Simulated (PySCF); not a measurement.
The numbers are results of B3LYP-D3(BJ)/def2-TZVP // B3LYP-D3(BJ)/def2-SVP in PySCF, not measurements. Isolated molecules, 0 K electronic values unless said otherwise. One relaxed conformer stands for a flexible species; it need not be the lowest. B3LYP has the VWN-RPA correlation part, as in Gaussian. Excitations are Tamm–Dancoff values on a coarser integration grid. The basis has no diffuse functions, so Rydberg states are missing or too high.

Reference species (SMILES): `CC[SiH3]` (neutral, multiplicity 1).

| Item | Value |
|---|---|
| T1 excitation (TDA) | 7.29 eV |
| HOMO | -8.30 eV |
| HOMO–LUMO gap | 8.72 eV |
| LUMO | 0.42 eV |

After one change: the T1 excitation (TDA) falls by 0.23 eV; the HOMO goes up by 0.83 eV; the HOMO–LUMO gap falls by 0.64 eV; the LUMO goes up by 0.19 eV.

Name the change that produced these shifts. The new species is one of these.
(A) `CC[Si](CC)(CC)CC`
(B) `CC[SiH2]CC` (C–C–Si–C torsion 180°, C–Si–C–C torsion 180°)
(C) `CC[SiH](CC)CC`

A, `CC[Si](CC)(CC)CC`
